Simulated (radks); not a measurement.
Problem. Species: Sn. Configuration: [Kr] 4d8 5s2 5p4 (not the ground configuration). All-electron calculation, Dirac Kohn-Sham, PBE, spin-unpolarised, spherical densities, finite nucleus; open shells fill j = l - 1/2 first; Fermi nuclear charge, rms radius 4.6519 fm. Program: a radial shooting solver on a logarithmic mesh with Libxc functionals. Some entries of the table are withheld. Estimate them.

| orbital | occ. | eigenvalue (hartree) | <r^2> (bohr^2) | <1/r> (bohr^-1) |
|---|---|---|---|---|
| 1s1/2 | 2 | -1066.046 | 0.001143 | 53.08 |
| 2s1/2 | 2 | -161.4000 | 0.01851 | 12.31 |
| 2p1/2 | 2 | -150.8001 | (1) | 12.29 |
| 2p3/2 | 4 | -142.3254 | (2) | 11.45 |
| 3s1/2 | 2 | -31.60677 | 0.1315 | 4.352 |
| 3p1/2 | 2 | -27.30225 | 0.1264 | 4.261 |
| 3p3/2 | 4 | -25.75355 | 0.1349 | 4.054 |
| 3d3/2 | 4 | -18.15013 | 0.1159 | 3.900 |
| 3d5/2 | 6 | -17.83029 | 0.1184 | 3.847 |
| 4s1/2 | 2 | -5.41423 | 0.7434 | 1.723 |
| 4p1/2 | 2 | -3.96799 | 0.8306 | 1.612 |
| 4p3/2 | 4 | -3.68066 | 0.8854 | 1.546 |
| 4d3/2 | 4 | -1.38751 | 1.259 | 1.285 |
| 4d5/2 | 4 | -1.34513 | 1.288 | 1.269 |
| 5s1/2 | 2 | (3) | 5.408 | 0.5972 |
| 5p1/2 | 2 | -0.22909 | 8.367 | 0.4815 |
| 5p3/2 | 2 | -0.20396 | 9.154 | 0.4590 |

Solution. 
(1) 2p1/2 <r^2> (bohr^2): 0.01376
(2) 2p3/2 <r^2> (bohr^2): 0.01507
(3) 5s1/2 eigenvalue (hartree): -0.52126
